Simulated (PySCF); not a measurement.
## The electron affinity along group 8

All values are computed (PySCF 2.14, energy differences of UHF-based or UKS calculations, no spin-orbit coupling). Values in eV. The last column holds reference values (measured affinities from photodetachment; the arrow runs from anion to atom). Unmarked ones compare directly (S terms, centres of terms, or small fine structure); those marked * lie between the lowest fine-structure levels and include a spin-orbit shift.

```tsv
element	configurations	UHF	PBE	MP2 (valence)	SCS-MP2 (valence)	CCSD (valence)	CCSD(T) (valence)	reference
Fe (aug-cc-pVTZ, non-relativistic)	[Ar] 3d7 4s2 → [Ar] 3d6 4s2	-2.007	1.133	-0.082	-0.060	-0.282	-0.026	0.153 *
Ru (aug-cc-pVTZ-PP with ECP28MDF, ECP)	[Kr] 4d7 5s2 → [Kr] 4d7 5s1	-0.140	0.998	0.563	0.652	0.815	0.948	1.046 *
Os (aug-cc-pVTZ-PP with ECP60MDF, ECP)	[Xe] 4f14 5d7 6s2 → [Xe] 4f14 5d6 6s2	-0.628	1.250	0.627	0.723	0.682	0.862	1.078 *
```

The highest occupied level of the anion is positive for Fe⁻ at UHF, PBE; Ru⁻ at UHF, PBE; Os⁻ at PBE, so there the basis helps to hold the electron.

"Valence" correlates the outer s and p shells and, in groups 3 to 12 and the f block, the outer d or f shell, open or full, or the next shell where the ion has no valence electron left; the wider scheme adds the next inner shell.
